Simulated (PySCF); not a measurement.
# Property card for `C=C(C)[SiH2]P[SiH3]`

Species: C3H11PSi2.
Numbering: `[CH2:1]=[C:2]([CH3:3])[SiH2:4][PH:5][SiH3:6]` (hydrogens: H7, H8 on C1; H9, H10, H11 on C3; H12, H13 on Si4; H14 on P5; H15, H16, H17 on Si6)

Structural features include: C=C double bond, Si–H bond and C–Si bond.

**PBE0-D3(BJ)/def2-SVP geometry optimisation, gas phase (PySCF)**

- Point group: C1
- Rotational constants A, B, C: 2.263, 1.219, 1.041 GHz

CAM-B3LYP/def2-SVPD ground state, ΔSCF and vertical TDDFT (core frozen in the response) (PySCF):

- Dipole moment: 0.85 D
- HOMO energy: -8.41 eV
- LUMO energy: 0.58 eV
- HOMO–LUMO gap: 8.99 eV
- Lowest singlet excitation: 6.08 eV (204 nm, f = 0.005)
- Strongest line among the 10 lowest singlet transitions: S2 at 6.28 eV (198 nm, f = 0.151)
- Lowest triplet excitation (Tamm–Dancoff): 4.13 eV
- Static isotropic polarisability: 120.5 au
- Vertical ionisation energy: 9.05 eV
- Electronic spatial extent ⟨r²⟩ about the centre of nuclear charge: 1305 bohr²

From B3LYP/pcSseg-1 ground state and GIAO shieldings, non-relativistic (PySCF):

* 13C chemical shifts (computed TMS as zero) by class: 149.9 (C2), 137.6 (C1), 25.3 (C3) ppm
* 1H chemical shifts (computed TMS as zero) by class: 5.80 (H7), 5.75 (H8), 4.61 (H12/H13), 3.90 (H15/H16/H17), 1.89 (H9/H10/H11), 0.69 (H14) ppm
* Isotropic shieldings of nuclei other than C and H, by class: 368 (Si4), 407 (Si6), 615 (P5) ppm

Monoisotopic mass from the formula: 134.0137 u.

S1 lies 2.91 eV below the HOMO–LUMO gap; its leading configuration is HOMO→LUMO+1, weight 0.54. The dipole equals about 2.8 × 10⁻³⁰ C·m (1 D = 3.33564 × 10⁻³⁰ C·m). The ΔSCF ionisation energy exceeds −ε(HOMO) by 0.64 eV with CAM-B3LYP. With B = h/(8π²I), that is 505.379 GHz u Å² over I, the principal moments of inertia are 223.3, 414.5 and 485.6 u Å² (most abundant isotopes). The rotational constants make it an asymmetric top with κ = (2B − A − C)/(A − C) = -0.71, nearer the prolate limit (−1). No computed singlet falls in the visible range (750 to 380 nm, 1.65 to 3.26 eV); S1 lies 2.82 eV above its blue end.

 NMR classes are plain means over equivalent atoms (diastereotopic ones count apart unless rotation or inversion swaps them), as if these changed places fast; in this geometry the members of some classes differ.

For the geometry optimisation (PBE0-D3(BJ)/def2-SVP), the run took 1.7 min on one thread, Arm Neoverse V1, no GPU, on a shared host.

Shape of the structure used: `[CH2:1]=[C:2]([CH3:3])[SiH2:4][PH:5][SiH3:6]`: C1–C2–Si4–P5 118°, C2–Si4–P5–Si6 -58°.

One conformer stands for the species.
